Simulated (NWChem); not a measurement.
# HfNH5; SMILES [NH2][HfH3]

```xyz
7

Hf     0.0006     0.2078     0.0015
N      0.0023    -1.7913     0.0036
H     -0.8293    -2.3819     0.0138
H      0.8262    -2.3926     0.0130
H     -1.4631     0.8121     0.9770
H      1.6273     0.8484     0.6393
H     -0.2195     0.6917    -1.7753
```
Atoms are numbered in this order, from 1.

All runs: NWChem. Coordinates come from a PBE0/def2-SVP optimisation. def2 effective core potentials on Hf; no spin-orbit coupling. Ions are spin-unrestricted doublets at the neutral geometry; other ion states weren't tried. Functional: LC-ωPBE (HJS hole) with def2-SVP; rows give the range parameter ω in 1/bohr.

| range parameter (1/bohr) | vertical ionisation energy, ΔSCF (eV) | −ε(HOMO) (eV) | ΔSCF minus −ε(HOMO) (eV) |
|---|---|---|---|
| 0.10 | 9.76 | 7.91 | 1.85 |
| 0.15 | 9.97 | 8.57 | 1.40 |
| 0.20 | 10.10 | 9.14 | 0.96 |
| 0.35 | [?] | [?] | [?] |
| 0.60 | 10.83 | 11.33 | -0.50 |

### Question
Complete the blanks.

### Answer

- 0.35, vertical ionisation energy, ΔSCF (eV): 10.49
- 0.35, −ε(HOMO) (eV): 10.36
- 0.35, ΔSCF minus −ε(HOMO) (eV): 0.13
